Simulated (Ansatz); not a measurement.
**Molecular dynamics of C2H5NSi**

Input file:

```yaml
crystal:
  periodic: [false, false, false]
  atoms:
    - { symbol: C, position_ang: [-0.087241, 1.298572, -1.124567] }
    - { symbol: C, position_ang: [-0.032956, 0.33208, -0.190068] }
    - { symbol: "N", position_ang: [0.810761, -0.074385, 0.848164] }
    - { symbol: Si, position_ang: [-0.490943, -1.232207, 0.671642] }
    - { symbol: H, position_ang: [-0.927638, 1.343165, -1.830638] }
    - { symbol: H, position_ang: [0.698553, 2.068817, -1.199732] }
    - { symbol: H, position_ang: [1.807957, 0.116965, 0.978091] }
    - { symbol: H, position_ang: [-0.223783, -2.559487, 0.026143] }
    - { symbol: H, position_ang: [-1.46611, -1.33982, 1.803765] }
basis:
  gaussian: { orbitals: def2-SVP }
hamiltonian:
  xc: pbe
  dispersion: d4
md:
  timestep: 0.5
  n_steps: 100
  ensemble: nve
  temperature: 700.0
  initial_velocities: maxwell_boltzmann
  seed: 901855
  masses: [{ species: H, mass: 2.014 }]
scf:
  lower_state_search: "off"
```

Launched with:

```bash
$ ansatz run input.yaml --threads 1 --pin off --max-ram 2048MiB --backend cpu --events-out ev --progress --plain --runs-dir out
```

It starts from a relaxed structure.

Output, in part (one step line in 2, the closing report, with atoms numbered from 0):

```
md step     0: t =     0.00 fs  T =   700.0 K  F+E_penalty+E_count = -11507.49308482 eV  E_kin = 0.633374 eV  conserved = -11506.85971082 eV  (19 SCF iters)
md step     2: t =     1.00 fs  T =   641.2 K  F+E_penalty+E_count = -11507.43891479 eV  E_kin = 0.580167 eV  conserved = -11506.85874775 eV  (22 SCF iters)
md step     4: t =     2.00 fs  T =   509.0 K  F+E_penalty+E_count = -11507.31812047 eV  E_kin = 0.460516 eV  conserved = -11506.85760488 eV  (22 SCF iters)
md step     6: t =     3.00 fs  T =   377.1 K  F+E_penalty+E_count = -11507.19802841 eV  E_kin = 0.341225 eV  conserved = -11506.85680388 eV  (23 SCF iters)
md step     8: t =     4.00 fs  T =   300.3 K  F+E_penalty+E_count = -11507.12825509 eV  E_kin = 0.271753 eV  conserved = -11506.85650170 eV  (23 SCF iters)
md step    10: t =     5.00 fs  T =   299.7 K  F+E_penalty+E_count = -11507.12792185 eV  E_kin = 0.271185 eV  conserved = -11506.85673705 eV  (23 SCF iters)
md step    12: t =     6.00 fs  T =   359.1 K  F+E_penalty+E_count = -11507.18240257 eV  E_kin = 0.324915 eV  conserved = -11506.85748750 eV  (23 SCF iters)
md step    14: t =     7.00 fs  T =   428.3 K  F+E_penalty+E_count = -11507.24606301 eV  E_kin = 0.387513 eV  conserved = -11506.85855007 eV  (23 SCF iters)
md step    16: t =     8.00 fs  T =   441.2 K  F+E_penalty+E_count = -11507.25840586 eV  E_kin = 0.399176 eV  conserved = -11506.85923019 eV  (23 SCF iters)
md step    18: t =     9.00 fs  T =   364.7 K  F+E_penalty+E_count = -11507.18850264 eV  E_kin = 0.330026 eV  conserved = -11506.85847644 eV  (23 SCF iters)
md step    20: t =    10.00 fs  T =   256.5 K  F+E_penalty+E_count = -11507.08881920 eV  E_kin = 0.232089 eV  conserved = -11506.85673040 eV  (23 SCF iters)
md step    22: t =    11.00 fs  T =   222.4 K  F+E_penalty+E_count = -11507.05782170 eV  E_kin = 0.201220 eV  conserved = -11506.85660140 eV  (23 SCF iters)
md step    24: t =    12.00 fs  T =   270.0 K  F+E_penalty+E_count = -11507.10254151 eV  E_kin = 0.244327 eV  conserved = -11506.85821409 eV  (23 SCF iters)
md step    26: t =    13.00 fs  T =   302.1 K  F+E_penalty+E_count = -11507.13236077 eV  E_kin = 0.273376 eV  conserved = -11506.85898445 eV  (23 SCF iters)
md step    28: t =    14.00 fs  T =   260.6 K  F+E_penalty+E_count = -11507.09415873 eV  E_kin = 0.235797 eV  conserved = -11506.85836184 eV  (23 SCF iters)
md step    30: t =    15.00 fs  T =   174.6 K  F+E_penalty+E_count = -11507.01538153 eV  E_kin = 0.158017 eV  conserved = -11506.85736440 eV  (23 SCF iters)
md step    32: t =    16.00 fs  T =   106.2 K  F+E_penalty+E_count = -11506.95273435 eV  E_kin = 0.096063 eV  conserved = -11506.85667114 eV  (24 SCF iters)
md step    34: t =    17.00 fs  T =   101.9 K  F+E_penalty+E_count = -11506.94868737 eV  E_kin = 0.092224 eV  conserved = -11506.85646370 eV  (24 SCF iters)
md step    36: t =    18.00 fs  T =   176.4 K  F+E_penalty+E_count = -11507.01635097 eV  E_kin = 0.159585 eV  conserved = -11506.85676625 eV  (23 SCF iters)
md step    38: t =    19.00 fs  T =   308.3 K  F+E_penalty+E_count = -11507.13652889 eV  E_kin = 0.278957 eV  conserved = -11506.85757218 eV  (23 SCF iters)
md step    40: t =    20.00 fs  T =   442.8 K  F+E_penalty+E_count = -11507.25941973 eV  E_kin = 0.400693 eV  conserved = -11506.85872679 eV  (22 SCF iters)
md step    42: t =    21.00 fs  T =   506.5 K  F+E_penalty+E_count = -11507.31788155 eV  E_kin = 0.458276 eV  conserved = -11506.85960510 eV  (22 SCF iters)
md step    44: t =    22.00 fs  T =   452.9 K  F+E_penalty+E_count = -11507.26887932 eV  E_kin = 0.409809 eV  conserved = -11506.85907061 eV  (22 SCF iters)
md step    46: t =    23.00 fs  T =   329.3 K  F+E_penalty+E_count = -11507.15505375 eV  E_kin = 0.297970 eV  conserved = -11506.85708326 eV  (22 SCF iters)
md step    48: t =    24.00 fs  T =   261.4 K  F+E_penalty+E_count = -11507.09275472 eV  E_kin = 0.236556 eV  conserved = -11506.85619917 eV  (22 SCF iters)
md step    50: t =    25.00 fs  T =   304.5 K  F+E_penalty+E_count = -11507.13301057 eV  E_kin = 0.275532 eV  conserved = -11506.85747870 eV  (22 SCF iters)
md step    52: t =    26.00 fs  T =   384.7 K  F+E_penalty+E_count = -11507.20668846 eV  E_kin = 0.348114 eV  conserved = -11506.85857397 eV  (22 SCF iters)
md step    54: t =    27.00 fs  T =   425.4 K  F+E_penalty+E_count = -11507.24338299 eV  E_kin = 0.384901 eV  conserved = -11506.85848243 eV  (22 SCF iters)
md step    56: t =    28.00 fs  T =   419.5 K  F+E_penalty+E_count = -11507.23754644 eV  E_kin = 0.379571 eV  conserved = -11506.85797524 eV  (22 SCF iters)
md step    58: t =    29.00 fs  T =   394.5 K  F+E_penalty+E_count = -11507.21455488 eV  E_kin = 0.356976 eV  conserved = -11506.85757878 eV  (22 SCF iters)
md step    60: t =    30.00 fs  T =   376.3 K  F+E_penalty+E_count = -11507.19781162 eV  E_kin = 0.340467 eV  conserved = -11506.85734459 eV  (22 SCF iters)
md step    62: t =    31.00 fs  T =   380.3 K  F+E_penalty+E_count = -11507.20136990 eV  E_kin = 0.344076 eV  conserved = -11506.85729390 eV  (22 SCF iters)
md step    64: t =    32.00 fs  T =   408.3 K  F+E_penalty+E_count = -11507.22699190 eV  E_kin = 0.369419 eV  conserved = -11506.85757254 eV  (22 SCF iters)
md step    66: t =    33.00 fs  T =   440.1 K  F+E_penalty+E_count = -11507.25644720 eV  E_kin = 0.398178 eV  conserved = -11506.85826953 eV  (22 SCF iters)
md step    68: t =    34.00 fs  T =   432.0 K  F+E_penalty+E_count = -11507.24986989 eV  E_kin = 0.390890 eV  conserved = -11506.85898030 eV  (22 SCF iters)
md step    70: t =    35.00 fs  T =   349.3 K  F+E_penalty+E_count = -11507.17463210 eV  E_kin = 0.316076 eV  conserved = -11506.85855641 eV  (22 SCF iters)
md step    72: t =    36.00 fs  T =   233.9 K  F+E_penalty+E_count = -11507.06830370 eV  E_kin = 0.211640 eV  conserved = -11506.85666376 eV  (22 SCF iters)
md step    74: t =    37.00 fs  T =   204.7 K  F+E_penalty+E_count = -11507.04116861 eV  E_kin = 0.185255 eV  conserved = -11506.85591390 eV  (22 SCF iters)
md step    76: t =    38.00 fs  T =   304.7 K  F+E_penalty+E_count = -11507.13335707 eV  E_kin = 0.275672 eV  conserved = -11506.85768554 eV  (22 SCF iters)
md step    78: t =    39.00 fs  T =   428.3 K  F+E_penalty+E_count = -11507.24672216 eV  E_kin = 0.387536 eV  conserved = -11506.85918627 eV  (22 SCF iters)
md step    80: t =    40.00 fs  T =   472.2 K  F+E_penalty+E_count = -11507.28628899 eV  E_kin = 0.427259 eV  conserved = -11506.85903038 eV  (23 SCF iters)
md step    82: t =    41.00 fs  T =   431.1 K  F+E_penalty+E_count = -11507.24827069 eV  E_kin = 0.390083 eV  conserved = -11506.85818766 eV  (23 SCF iters)
md step    84: t =    42.00 fs  T =   353.4 K  F+E_penalty+E_count = -11507.17727055 eV  E_kin = 0.319794 eV  conserved = -11506.85747653 eV  (23 SCF iters)
md step    86: t =    43.00 fs  T =   286.5 K  F+E_penalty+E_count = -11507.11632339 eV  E_kin = 0.259252 eV  conserved = -11506.85707108 eV  (23 SCF iters)
md step    88: t =    44.00 fs  T =   259.2 K  F+E_penalty+E_count = -11507.09151379 eV  E_kin = 0.234574 eV  conserved = -11506.85694022 eV  (23 SCF iters)
md step    90: t =    45.00 fs  T =   280.8 K  F+E_penalty+E_count = -11507.11119334 eV  E_kin = 0.254071 eV  conserved = -11506.85712240 eV  (23 SCF iters)
md step    92: t =    46.00 fs  T =   338.0 K  F+E_penalty+E_count = -11507.16351632 eV  E_kin = 0.305799 eV  conserved = -11506.85771738 eV  (23 SCF iters)
md step    94: t =    47.00 fs  T =   391.8 K  F+E_penalty+E_count = -11507.21309785 eV  E_kin = 0.354532 eV  conserved = -11506.85856539 eV  (23 SCF iters)
md step    96: t =    48.00 fs  T =   394.0 K  F+E_penalty+E_count = -11507.21533751 eV  E_kin = 0.356524 eV  conserved = -11506.85881358 eV  (23 SCF iters)
md step    98: t =    49.00 fs  T =   341.6 K  F+E_penalty+E_count = -11507.16673690 eV  E_kin = 0.309117 eV  conserved = -11506.85761963 eV  (23 SCF iters)
md step   100: t =    50.00 fs  T =   313.6 K  F+E_penalty+E_count = -11507.14028051 eV  E_kin = 0.283794 eV  conserved = -11506.85648677 eV  (23 SCF iters)
Total energy: -11507.14031433 eV, -422.8796067317 hartree
Atom 0 at    -0.093834     1.282397    -1.141601 Å, force     0.076042    -0.025477     0.643556 eV/Å
Atom 1 at    -0.020537     0.294877    -0.224645 Å, force    -0.082102     0.220463     0.345474 eV/Å
Atom 2 at     0.837117    -0.072836     0.832822 Å, force    -4.787230    -1.985908    -1.948907 eV/Å
Atom 3 at    -0.497143    -1.233848     0.663374 Å, force     0.043881     0.773095     1.180995 eV/Å
Atom 4 at    -1.011334     1.596523    -1.649974 Å, force    -0.030778    -0.421791    -0.352805 eV/Å
Atom 5 at     0.737795     1.983748    -1.113818 Å, force     0.316934     0.581251    -0.188429 eV/Å
Atom 6 at     1.687687     0.256157     1.069939 Å, force     4.030179     1.484168     1.140478 eV/Å
Atom 7 at    -0.142735    -2.566798     0.187610 Å, force     0.092984    -0.702291    -0.350482 eV/Å
Atom 8 at    -1.514014    -1.309548     1.813668 Å, force     0.340092     0.076490    -0.469881 eV/Å
Dipole moment:     0.074739    -0.203115     0.217507 e Å
```

The run went to its last step. The conserved energy stayed within 0.42 meV per atom of its start (net change 0.36 meV per atom), so the integration is sound. A run of 0.05 ps of so small a system gives no equilibrium averages.

The same pairs are bonded in the first frame and the last. Pairs count as bonded within 1.25 times the sum of covalent radii (0.12 Å more for H–H).

Last frame:

```xyz
9
Properties=species:S:1:pos:R:3
C -0.094 1.282 -1.142
C -0.021 0.295 -0.225
N 0.837 -0.073 0.833
Si -0.497 -1.234 0.663
H -1.011 1.597 -1.650
H 0.738 1.984 -1.114
H 1.688 0.256 1.070
H -0.143 -2.567 0.188
H -1.514 -1.310 1.814
```

The run took 2.1 min on 1 thread of Arm Neoverse V2, with other jobs on the host, peak memory 0.1 GiB.
